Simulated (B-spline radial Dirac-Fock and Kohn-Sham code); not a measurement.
**Compton profile of Nd²⁸⁺**

System: Nd²⁸⁺, [Ar] 3d10 4s2 4p2.

The run's input, task.json:

```json
{"items": [{
  "Z": 60,
  "q": 28,
  "cfg": [[1, 0, 2], [2, 0, 2], [2, 1, 6], [3, 0, 2], [3, 1, 6], [3, 2, 10], [4, 0, 2], [4, 1, 2]],
  "A": 142,
  "rrms": 4.9123,
  "do": ["scatter"],
  "s": [0.0, 0.05, 0.1, 0.15, 0.2, 0.25, 0.3, 0.35, 0.4, 0.45, 0.5, 0.6, 0.7, 0.8, 0.9, 1.0, 1.1, 1.2, 1.4, 1.6, 1.8, 2.0, 2.5, 3.0, 3.5, 4.0, 5.0, 6.0],
  "pz": [0, 0.1, 0.14, 0.19, 0.26, 0.36, 0.5, 0.69, 0.96, 1.3, 1.8, 2.5, 3.5, 4.8, 6.6, 9.1, 13.0, 17.0, 24.0, 33.0, 46.0],
  "hv_scatter": [1000, 5000, 8047.8, 20000, 30000, 50000, 100000, 200000]
}]}
```

Run with: `python xray_run.py task.json out`

Level of theory: the impulse approximation on configuration-average Dirac-Fock orbitals; a B-spline atomic structure program. pz is in atomic units of momentum; subshell profiles are per electron, for a selection of subshells; open shells are spread over both j values by their weights.

```csv
pz,J total,J 3s1/2,J 3p1/2,J 4p3/2
0,1.893,0.103,0.0615,0.123
0.26,1.888,0.103,0.0615,0.123
0.36,1.882,0.103,0.0615,0.123
0.5,1.872,0.102,0.0615,0.123
0.69,1.854,0.101,0.0615,0.123
0.96,1.819,0.0987,0.0615,0.122
1.3,1.763,0.0949,0.0614,0.120
1.8,1.662,0.0876,0.0611,0.112
2.5,1.509,0.0752,0.0601,0.0934
3.5,1.310,0.0558,0.0571,0.0570
4.8,1.115,0.0333,0.0496,0.0221
6.6,0.8975,0.0147,0.0350,0.0110
9.1,0.6231,0.00802,0.0162,0.00907
13,0.3429,0.00721,0.00380,0.00207
17,0.1993,0.00400,0.00223,0.000684
24,0.08916,0.000697,0.00189,0.000572
33,0.03842,0.000244,0.000866,0.000242
46,0.01484,0.000203,0.000220,5.28e-05
```

J(0) = 1.893. The 4s1/2 subshell gives the largest part, 20 %.

Mean momentum ⟨p⟩ by subshell (a.u.): 1s1/2 57.5, 2s1/2 20.5, 2p1/2 27.3, 2p3/2 25.3, 3s1/2 10.4, 3p1/2 12.4, 3p3/2 11.8, 3d3/2 14.1, 3d5/2 13.9, 4s1/2 6.12, 4p1/2 6.88, 4p3/2 6.69.

Values without a named source are computed, but for edge energies of neutral atoms, which are taken from tables.
